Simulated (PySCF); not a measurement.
# One molecule, several mistakes: H6O2Si2

These are calculations, not measurements. The program is PySCF 2.14.0, an open-source quantum chemistry code, run on an isolated molecule that a program drew, which may never have been made. The molecule is H6O2Si2 (charge 0, singlet), drawn as the SMILES string `O[SiH2][SiH2]O`.

Each row is a Hartree-Fock (HF) and frozen-core CCSD(T) single point in the cc-pV(D+d)Z basis, meant for a local HF minimum. Run 1 is clean. Each other run has one planted mistake out of seven kinds, and not every kind appears here: one electron removed, one electron added, multiplicity raised by two, geometry at a saddle point, minimal basis STO-3G, one bond length entered in bohr, all coordinates scaled. The reference is restricted for singlets and unrestricted otherwise, and also for a bond in bohr. Adding or removing an electron swaps singlet and doublet. Electrons count all cores. HOMO and LUMO are orbital energies over both spins, the gradient is its largest component, and the lowest frequency (negative if imaginary) is given only where the gradient is small. Bond lengths are over the 9 bonds as drawn. T1 is the CCSD diagnostic: over 0.02 (restricted) or 0.045 (unrestricted) a single reference is doubtful.

Geometry of the clean run:
```xyz
10
H6O2Si2, angstrom
O    -1.0586    1.6770   -0.3982
Si   -1.0605    0.1300    0.2034
Si    0.9267   -1.0262   -0.3635
O     0.9224   -2.5758    0.2313
H    -1.0887    1.8064   -1.3339
H    -2.2383   -0.6276   -0.2904
H    -1.1782    0.2694    1.6714
H     1.0466   -1.1592   -1.8320
H     2.1043   -0.2721    0.1358
H     0.9550   -2.7095    1.1664
```

| run | electrons | basis functions | <S^2> | HOMO (eV) | LUMO (eV) | gradient (hartree/bohr) | lowest frequency (cm^-1) | mean bond (Å) | longest bond (Å) | T1 | HF (hartree) | CCSD(T) (hartree) | mistake |
|---|---|---|---|---|---|---|---|---|---|---|---|---|---|
| 1 | 50 | 104 | 0.000 | -10.30 | 2.74 | 2.8e-05 | 51 | 1.5007 | 2.368 | 0.0122 | -731.17239 | -731.80577 | no fault |
| 2 | 49 | 104 | 0.767 | -18.01 | -8.20 | 8.1e-02 | - | 1.5007 | 2.368 | 0.0251 | -730.83242 | -731.46131 | one electron removed |
| 3 | 50 | 34 | 0.000 | -7.31 | 10.58 | 5.7e-02 | - | 1.5007 | 2.368 | 0.0096 | -722.39322 | -722.58392 | minimal basis STO-3G |
| 4 | 51 | 104 | 0.758 | 1.82 | 8.48 | 3.9e-02 | - | 1.5007 | 2.368 | 0.0150 | -731.08769 | -731.74473 | one electron added |
| 5 | 50 | 104 | 0.000 | -10.27 | 2.92 | 6.1e-02 | - | 1.4287 | 2.254 | 0.0113 | -731.14660 | -731.77250 | all coordinates scaled |
| 6 | 50 | 104 | 0.806 | -8.53 | 1.73 | 9.6e-03 | - | 1.6475 | 2.806 | 0.0425 | -731.06124 | -731.68751 | ? |

**Which mistake was planted in run 6, and what did it cost?**

The mean bond changes by a factor of 1.098 and the longest by 1.185, so the molecule wasn't scaled as a whole. A length L in bohr read as angstrom grows by (1/0.5292 - 1) L = 0.890 L. The 9 bonds together grew by 9 x 0.1468 = 1.321 Å, which gives L = 1.485 Å. That is the length of one of the H-Si bonds, 1.485 Å in the clean geometry. So the mistake is: one bond length entered in bohr. Subtracting run 1 and multiplying by 627.51 kcal/mol a hartree, the energy moved by 69.7 kcal/mol in HF and 74.2 kcal/mol in CCSD(T).

Cautions from the logs. Run 4: the HOMO is above zero, so the electron isn't bound and the energy depends on the basis.
